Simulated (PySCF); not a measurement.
A series of related molecules.

All values: PBE0/pcSseg-1 (PySCF) at GFN2-xTB geometries, gas phase, one conformer each.

(1) Rank by the highest Hirshfeld charge on any atom, lowest value first.
A. `O=C1C[C@@H](C(F)(F)F)CN1`
B. `CS(=O)(=O)[C@@H]1CNC(=O)C1`
C. `N#C[C@@H]1CNC(=O)C1`

Results:

(1) C (+0.171 e), A (+0.262 e), B (+0.522 e).

All values together:

| SMILES | formula | μ (D) | HOMO (eV) | LUMO (eV) | lowest IAO charge (e) | highest IAO charge (e) | lowest Hirshfeld charge (e) | highest Hirshfeld charge (e) |
| --- | --- | --- | --- | --- | --- | --- | --- | --- |
| C/N=C/[C@@H]1CNC(=O)C1 | C6H10N2O | 3.34 | -7.13 | -0.12 | -0.497 (O) | +0.431 (C) | -0.312 (O) | +0.165 (C) |
| O=C1C[C@@H](C(F)(F)F)CN1 | C5H6F3NO | 2.94 | -7.53 | 0.63 | -0.487 (O) | +0.807 (C) | -0.302 (O) | +0.262 (C) |
| CS(=O)(=O)[C@@H]1CNC(=O)C1 | C5H9NO3S | 3.35 | -7.79 | 0.24 | -0.900 (O) | +1.971 (S) | -0.322 (O) | +0.522 (S) |
| N#C[C@@H]1CNC(=O)C1 | C5H6N2O | 3.25 | -7.69 | 0.31 | -0.484 (O) | +0.437 (C) | -0.299 (O) | +0.171 (C) |

Conformers: `[CH3:1]/[N:2]=[CH:3]/[C@@H:4]1[CH2:5][NH:6][C:7](=[O:8])[CH2:9]1` with N2–C3–C4–C5 -121°, C3–C4–C5–N6 -92°, C4–C5–N6–C7 -19°, C5–N6–C7–O8 -177°, N6–C7–C9–C4 14°; `[O:1]=[C:2]1[CH2:3][C@@H:4]([C:5]([F:6])([F:7])[F:8])[CH2:9][NH:10]1` with O1–C2–C3–C4 -167°, C2–C3–C4–C5 -144°, C3–C4–C9–N10 24°, C4–C9–N10–C2 -17°; `[CH3:1][S:2](=[O:3])(=[O:4])[C@@H:5]1[CH2:6][NH:7][C:8](=[O:9])[CH2:10]1` with C1–S2–C5–C6 61°, S2–C5–C6–N7 -100°, C5–C6–N7–C8 -13°, C6–N7–C8–O9 -178°, N7–C8–C10–C5 9°; `[N:1]#[C:2][C@@H:3]1[CH2:4][NH:5][C:6](=[O:7])[CH2:8]1` with C2–C3–C4–N5 -146°, C3–C4–N5–C6 18°, C4–N5–C6–O7 177°, N5–C6–C8–C3 -14°.
